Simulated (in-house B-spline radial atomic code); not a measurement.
Configurations of Co⁴⁺, with energies counted from [Ar] 3d5. Level of theory: scalar-relativistic (X2C) LDA exchange-only, spin-polarised, spherical fractional occupations, Fermi nucleus of rms radius 3.7875 fm; calculated with a B-spline radial code for spherical atoms. Shells without spins written out take the highest spin.

Occupations are held fixed; configurations that lie above the ionisation limit could autoionise.

```
                             configuration  E - E(ref) (eV)  highest orbital  its <r> (bohr)
                     [Ar] 3d(1 up, 4 down)           5.5245            3d up          0.8909
                              [Ar] 3d4 4s1           24.063            4s up           1.946
                              [Ar] 3d4 4p1           33.296            4p up           2.152
    [Ar] 3d(0 up, 4 down) 4f(0 up, 1 down)           56.489          4f down            3.36
[Ne] 3s2 3p(3 up, 2 down) 3d(3 up, 3 down)           67.171          3d down          0.8822
                      [Ne] 3s2 3p5 3d5 4p1           84.708            4p up           2.138
                      [Ne] 3s2 3p5 3d5 4d1           98.186            4d up           2.646
```

Q: Order these further configurations by energy, lowest first.
A. [Ar] 3d4 4d1
B. [Ne] 3s2 3p5 3d5 4f1
C. [Ne] 3s2 3p(2 up, 3 down) 3d(4 up, 1 down) 4p(1 up, 0 down)
D. [Ne] 3s2 3p5 3d5 4s1
E. [Ne] 3s2 3p(2 up, 3 down) 3d(5 up, 0 down) 4d(0 up, 1 down)

A: A (46.641 eV), D (75.399 eV), C (97.479 eV), E (107.09 eV), B (108.14 eV).

Q: How far above the reference does [Ne] 3s2 3p5 3d6 lie?

A: 58.78 eV; its least bound orbital is 3d down with <r> = 0.8982 bohr.

Q: How far above the reference does [Ar] 3d(3 up, 2 down) lie?

A: 8.2601 eV; its least bound orbital is 3d down with <r> = 0.8841 bohr.
